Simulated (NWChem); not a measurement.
Program: NWChem. System: H4AlF2N, charge 0, spin multiplicity 1, at a geometry optimised with B3LYP/def2-SVP. The structure started from a generated list of species. Level: TPSS/def2-TZVP.

NWChem printed:

```
             Northwest Computational Chemistry Package (NWChem) 7.3.0
             --------------------------------------------------------

                                NWChem Input Module
                                -------------------

 Scaling coordinates for geometry "geometry" by  1.889725989
 (inverse scale =  0.529177249)

                             Geometry "geometry" -> ""
                             -------------------------

 Output coordinates in angstroms (scale by  1.889725989 to convert to a.u.)

  No.       Tag          Charge          X              Y              Z
 ---- ---------------- ---------- -------------- -------------- --------------
    1 Al                  13.0000     0.06051300    -0.37671500     0.38709700
    2 H                    1.0000     0.77134500    -1.72348500     0.80625400
    3 F                    9.0000     0.57406200     1.05269400     1.11430000
    4 F                    9.0000    -1.58070700    -0.42721500     0.01420100
    5 N                    7.0000     0.72058200     0.06745800    -1.49940200
    6 H                    1.0000     1.38512600    -0.59640800    -1.90397900
    7 H                    1.0000     1.16446500     0.99008000    -1.47509400
    8 H                    1.0000    -0.09187000     0.12559600    -2.12014200

 Effective nuclear repulsion energy (a.u.)     174.3325014522

            Nuclear Dipole moment (a.u.)
            ----------------------------
        X                 Y               Z
 ---------------- ---------------- ----------------
     0.0000075589     0.0000094486    -0.0000094486


 Summary of "ao basis" -> "" (spherical)
 ------------------------------------------------------------------------------
       Tag                 Description            Shells   Functions and Types
 ---------------- ------------------------------  ------  ---------------------
 *                         def2-tzvp                  on all atoms

                                 NWChem DFT Module
                                 -----------------

 Summary of "ao basis" -> "ao basis" (spherical)
 ------------------------------------------------------------------------------
       Tag                 Description            Shells   Functions and Types
 ---------------- ------------------------------  ------  ---------------------
 Al                        def2-tzvp                13       37   5s5p2d1f
 H                         def2-tzvp                 4        6   3s1p
 F                         def2-tzvp                11       31   5s3p2d1f
 N                         def2-tzvp                11       31   5s3p2d1f

 Summary of "ao basis" -> "ao basis" (spherical)
 ------------------------------------------------------------------------------
       Tag                 Description            Shells   Functions and Types
 ---------------- ------------------------------  ------  ---------------------
 Al                        def2-tzvp                13       37   5s5p2d1f
 H                         def2-tzvp                 4        6   3s1p
 F                         def2-tzvp                11       31   5s3p2d1f
 N                         def2-tzvp                11       31   5s3p2d1f

            General Information
            -------------------
          SCF calculation type: DFT
          Wavefunction type:  closed shell.
          No. of atoms     :     8
          No. of electrons :    42
           Alpha electrons :    21
            Beta electrons :    21
          Charge           :     0
          Spin multiplicity:     1
          Use of symmetry is: off; symmetry adaption is: off
          Maximum number of iterations: 100
          AO basis - number of functions:   154
                     number of shells:    62
          Convergence on energy requested:  1.00D-06
          Convergence on density requested:  1.00D-05
          Convergence on gradient requested:  5.00D-04

              XC Information
              --------------
                  TPSS metaGGA Exchange Functional  1.000
             TPSS03 metaGGA Correlation Functional  1.000

             Grid Information
             ----------------
          Grid used for XC integration:  fine
[...]
      Screening Tolerance Information
      -------------------------------
          Density screening/tol_rho:  1.00D-10
          AO Gaussian exp screening on grid/accAOfunc:  14
          CD Gaussian exp screening on grid/accCDfunc:  20
          XC Gaussian exp screening on grid/accXCfunc:  20
          Schwarz screening/accCoul:  1.00D-08

      Superposition of Atomic Density Guess
      -------------------------------------

 Sum of atomic energies:        -497.02176924

      Non-variational initial energy
      ------------------------------

 Total energy =    -497.779343
 1-e energy   =   -1037.076609
 2-e energy   =     364.964764
 HOMO         =      -0.405368
 LUMO         =      -0.047870

------------------------------------------------------------
EAF file 0: "./mol.aoints.0" size=524288 bytes
------------------------------------------------------------
               write      read    awrite     aread      wait
               -----      ----    ------     -----      ----
     calls:        1         0         0         0         0
   data(b): 5.24e+05  0.00e+00  0.00e+00  0.00e+00
   time(s): 0.00e+00  0.00e+00  0.00e+00  0.00e+00  0.00e+00
rate(mb/s): 0.00e+00  0.00e+00
------------------------------------------------------------

   convergence    iter        energy       DeltaE   RMS-Dens  Diis-err    time
 ---------------- ----- ----------------- --------- --------- ---------  ------
 d= 0,ls=0.0,diis     1   -499.4963579349 -6.74D+02  1.07D-02  1.35D+00     7.5
 Grid integrated density:      42.000006573080
 Requested integration accuracy:   0.10E-06
 d= 0,ls=0.0,diis     2   -499.1827308486  3.14D-01  5.98D-03  5.56D+00     9.8
 d= 0,ls=0.0,diis     3   -499.6301968310 -4.47D-01  4.53D-04  1.97D-02    12.1
 d= 0,ls=0.0,diis     4   -499.6312116559 -1.01D-03  2.45D-04  4.79D-03    14.4
 d= 0,ls=0.0,diis     5   -499.6316472633 -4.36D-04  7.47D-05  8.70D-04    16.9
  Resetting Diis
 d= 0,ls=0.0,diis     6   -499.6317360499 -8.88D-05  1.56D-05  1.48D-05    19.3
 d= 0,ls=0.0,diis     7   -499.6317374741 -1.42D-06  5.49D-06  5.83D-07    21.6
 d= 0,ls=0.0,diis     8   -499.6317374757 -1.58D-09  2.58D-06  5.69D-07    23.8

         Total DFT energy =     -499.631737475671
      One electron energy =    -1041.700361743710
           Coulomb energy =      415.924227654742
    Exchange-Corr. energy =      -48.188104838880
 Nuclear repulsion energy =      174.332501452177

 Numeric. integr. density =       42.000002704075

     Total iterative time =     23.1s

                       DFT Final Molecular Orbital Analysis
                       ------------------------------------

 Vector   19  Occ=2.000000D+00  E=-3.136073D-01
              MO Center= -4.7D-01,  3.0D-01,  5.5D-01, r^2= 2.5D+00
   Bfn.  Coefficient  Atom+Function         Bfn.  Coefficient  Atom+Function
  ----- ------------  ---------------      ----- ------------  ---------------
    82     -0.317696  4 F  pz                51      0.313481  3 F  pz
    85     -0.256827  4 F  pz                54      0.253580  3 F  pz
    57      0.172044  3 F  pz                88     -0.172748  4 F  pz
    50     -0.124973  3 F  py                81      0.117028  4 F  py
    53     -0.100890  3 F  py                84      0.094697  4 F  py

 Vector   20  Occ=2.000000D+00  E=-3.061015D-01
              MO Center= -4.7D-01,  2.8D-01,  5.5D-01, r^2= 2.5D+00
   Bfn.  Coefficient  Atom+Function         Bfn.  Coefficient  Atom+Function
  ----- ------------  ---------------      ----- ------------  ---------------
    49      0.338900  3 F  px                81      0.327460  4 F  py
    52      0.272156  3 F  px                84      0.263388  4 F  py
    55      0.183565  3 F  px                87      0.180163  4 F  py
    82      0.126689  4 F  pz                85      0.101783  4 F  pz
    50     -0.074651  3 F  py                88      0.066646  4 F  pz

 Vector   21  Occ=2.000000D+00  E=-2.686826D-01
              MO Center=  4.6D-01, -1.1D+00,  6.0D-01, r^2= 2.3D+00
   Bfn.  Coefficient  Atom+Function         Bfn.  Coefficient  Atom+Function
  ----- ------------  ---------------      ----- ------------  ---------------
    39      0.283263  2 H  s                 40      0.215822  2 H  s
    16     -0.180625  1 Al py                 4      0.174621  1 Al s
    38      0.168195  2 H  s                 50      0.148689  3 F  py
    81      0.122106  4 F  py                53      0.119897  3 F  py
     5      0.115446  1 Al s                  3     -0.100297  1 Al s

 Vector   22  Occ=0.000000D+00  E=-3.196081D-02
              MO Center=  9.0D-01,  5.5D-02, -1.8D+00, r^2= 4.6D+00
   Bfn.  Coefficient  Atom+Function         Bfn.  Coefficient  Atom+Function
  ----- ------------  ---------------      ----- ------------  ---------------
   110      1.829225  5 N  s                139     -0.906724  6 H  s
   145     -0.721692  7 H  s                151     -0.723006  8 H  s
     5     -0.350838  1 Al s                108      0.266260  5 N  s
    20      0.178545  1 Al pz                17      0.123947  1 Al pz
   119     -0.119346  5 N  pz               107     -0.113177  5 N  s

 Vector   23  Occ=0.000000D+00  E= 2.288442D-02
              MO Center= -1.2D-01, -4.7D-01,  8.7D-01, r^2= 5.4D+00
   Bfn.  Coefficient  Atom+Function         Bfn.  Coefficient  Atom+Function
  ----- ------------  ---------------      ----- ------------  ---------------
    20      0.680916  1 Al pz                 5      0.504178  1 Al s
    18     -0.479884  1 Al px               145      0.443310  7 H  s
   151      0.442906  8 H  s                139     -0.392381  6 H  s
   118     -0.317760  5 N  py                48     -0.242209  3 F  s
    79     -0.242232  4 F  s                 40     -0.214611  2 H  s

 Vector   24  Occ=0.000000D+00  E= 3.964167D-02
              MO Center=  4.4D-01, -8.4D-01,  2.5D-01, r^2= 5.1D+00
   Bfn.  Coefficient  Atom+Function         Bfn.  Coefficient  Atom+Function
  ----- ------------  ---------------      ----- ------------  ---------------
    18      0.755126  1 Al px                19      0.518949  1 Al py
    20      0.387784  1 Al pz               145     -0.305599  7 H  s
   151      0.299043  8 H  s                 30      0.231887  1 Al d  2
    48     -0.158892  3 F  s                 79      0.158738  4 F  s
   144     -0.138162  7 H  s                150      0.137644  8 H  s

 center of mass
 --------------
 x =  -0.09440848 y =   0.03300205 z =   0.14018873

 moments of inertia (a.u.)
 ------------------
         365.810553456358         -83.657792030934          21.531373103773
         -83.657792030934         480.290146506934         -52.549719543032
          21.531373103773         -52.549719543032         348.343080979200

     Multipole analysis of the density
     ---------------------------------

     L   x y z        total         alpha         beta         nuclear
     -   - - -        -----         -----         ----         -------
     0   0 0 0      0.000000    -21.000000    -21.000000     42.000000

     1   1 0 0      1.003476      0.501734      0.501734      0.000008
     1   0 1 0      0.093916      0.046953      0.046953      0.000009
     1   0 0 1     -2.088066     -1.044028     -1.044028     -0.000009

     2   2 0 0    -23.425034    -70.659852    -70.659852    117.894670
     2   1 1 0     -0.477928    -19.069734    -19.069734     37.661539
     2   1 0 1     -3.775004      7.471863      7.471863    -18.718730
     2   0 2 0    -24.049812    -43.834108    -43.834108     63.618404
     2   0 1 1     -1.262210    -11.197946    -11.197946     21.133683
     2   0 0 2    -16.599560    -79.378778    -79.378778    142.157996

 Task  times  cpu:       23.9s     wall:       23.9s

 Total times  cpu:       23.9s     wall:       23.9s
```

**Question.** Write an NWChem input that would produce this output.

**Answer.** Several could match; the one computed here: 
```
start mol
memory heap 200 mb stack 800 mb global 1000 mb
geometry units angstroms nocenter noautoz noautosym
  Al     0.060513    -0.376715     0.387097
  H      0.771345    -1.723485     0.806254
  F      0.574062     1.052694     1.114300
  F     -1.580707    -0.427215     0.014201
  N      0.720582     0.067458    -1.499402
  H      1.385126    -0.596408    -1.903979
  H      1.164465     0.990080    -1.475094
  H     -0.091870     0.125596    -2.120142
end
basis spherical
  * library def2-tzvp
end
dft
  xc xtpss03 ctpss03
  semidirect memsize 60000000 filesize 0
  iterations 100
  grid fine
end
task dft energy
```
